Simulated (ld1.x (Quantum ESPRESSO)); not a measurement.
# Before and after: ultrasoft potential for Mn

Mn, ultrasoft, made with ld1.x (Quantum ESPRESSO) 7.5 (PBE, scalar-relativistic). Core [Ar], reference 3d5 4s0 4p0 (charge +2). Waves: 4s (bound, empty): rcut 1.55, rcutus 2.05 bohr; 4s channel at 0.75 Ry: rcut 1.55, rcutus 2.05 bohr; 4p (bound, empty): rcut 2.10, rcutus 2.85 bohr; 4p channel at 4 Ry: rcut 2.10, rcutus 2.85 bohr; 3d (bound): rcut 1.20, rcutus 1.60 bohr; 3d channel at 2.55 Ry: rcut 1.20, rcutus 1.60 bohr. Local part: all-electron potential smoothed inside 2.00 bohr (lloc = -1). Core correction: none. Augmentation charge: PSQ, radius 1.35 bohr.

Change: all radii scaled by about 1.27 (s 2.60, p 3.62, d 2.04 bohr, rcut 1.96/2.66/1.52); local potential all-electron potential smoothed inside 2.54 bohr (lloc = -1); augmentation PSQ, radius 1.72 bohr.

Cutoffs: the cutoffs (Ry, on a coarse ladder) from which the occupation-weighted sum of valence levels, in a spherical-Bessel basis at the reference potential, stays within 10 and 1 mRy of its value at 400 Ry; they do not see the model core or the augmentation charge, which bear on the density cutoff. Errors are all-electron minus pseudo energies relative to the spin-unpolarised reference configuration.

**Question.** What does the change do?

**Answer.** The potential gets softer (40 Ry and 70 Ry → 25 Ry and 40 Ry); of the 7 tests that both files solve, the error grows in 2 and shrinks in 0 by more than 15 % and 0.3 meV (median size 123.0 → 145.5 meV); neither file shows a bound ghost. A larger radius leaves more room for a smooth pseudo-wave, so fewer plane waves are needed.

```csv
quantity,base,changed
"cutoff, loose",40 Ry,25 Ry
"cutoff, tight",70 Ry,40 Ry
bound ghosts,none,none
"error for 3d5 4s2 4p0, meV [ΔE -24.01 eV]",+285,+262
"error for 3d5 4s1 4p0, meV [ΔE -15.60 eV]",+114,+105
"error for 3d4 4s0 4p0, meV [ΔE 32.52 eV]",-123,-146
"error for 3d6 4s0 4p0, meV [ΔE -17.20 eV]",-1.9,-27
"error for 3d4 4s2 4p1, meV [ΔE -16.21 eV]",+378,+341
"error for 3d5 4s0 4p1, meV [ΔE -10.86 eV]",+58,+60
"error for 3d4 4s2 4p0, meV [ΔE -10.83 eV]",+266,+229
lowest overlap eigenvalue by channel,"s 0.56, p 0.36, d 0.87","s 0.52, p 0.49, d 0.87"
```
